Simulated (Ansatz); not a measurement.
Job for Ansatz (a first-principles code): R-SVWN5/def2-TZVPP on NiO, 2S+1 = 1, a spin state set in the input, which need not be the lowest, a point of a bond scan (R = 1.618 Å).

Ansatz 0.2 input:
```yaml
crystal:
  periodic: [false, false, false]
  atoms:
    - {symbol: Ni, position_ang: [0.00000000, 0.00000000, 0.00000000]}
    - {symbol: O, position_ang: [0.00000000, 0.00000000, 1.61821000]}
basis:
  gaussian:
    orbitals: def2-TZVPP
    pivot_positions_ang: [[0.00000000, 0.00000000, 0.00000000], [0.00000000, 0.00000000, 1.61821000]]
hamiltonian:
  xc: {name: SVWN5}
output: {forces: true, orbitals: {seedname: ./end}}
```

The log:

```
WARN ansatz: RAYON_NUM_THREADS=1 ignored (pool sized by the plan → 1); use --threads N
Functional definition: SVWN5
integrals: 0.02 GiB planned
634 factors; their error is unknown
mean field: 0.20 GiB planned
mean field evaluation 1: about -42989.7762 eV, gradient 8.2e1 eV
mean field evaluation 2: about -42796.9660 eV, gradient 2.1e2 eV
mean field evaluation 4: about -43001.2203 eV, gradient 2.6e1 eV
mean field evaluation 8: about -43002.4401 eV, gradient 1.2e1 eV
mean field evaluation 16: about -43002.5463 eV, gradient 3.3e-1 eV
mean field evaluation 32: about -43001.7809 eV, gradient 2.1e-6 eV
mean field evaluation 64: about -42996.7865 eV, gradient 7.2e-1 eV
mean field evaluation 96: about -43001.7630 eV, gradient 9.5e-1 eV
mean field evaluation 128: about -43002.5235 eV, gradient 4.4e-1 eV
mean field evaluation 160: about -42986.7313 eV, gradient 3.1e1 eV
mean field -43002.52989000 eV, -1580.3138252958 hartree, gradient 8.0e-6 eV, S^2 0.000000; 8 other end points of the search recorded, 0 dependent functions left out
the calculation of the forces begins
reference -43002.52992291 eV, -1580.3138265054 hartree; 18, 18 occupied and 77, 77 virtual orbitals, 634 factors
Total energy: -43002.52992291 eV, -1580.3138265054 hartree
Atom 0 at     0.000000     0.000000     0.000000 Å, force     0.000000    -0.000000     0.638737 eV/Å
Atom 1 at     0.000000     0.000000     1.618210 Å, force    -0.000000     0.000000    -0.638737 eV/Å
Dipole moment:     0.000000     0.000000    -0.754933 e Å
```

The run converged.

Cost: very roughly 5 core-seconds.
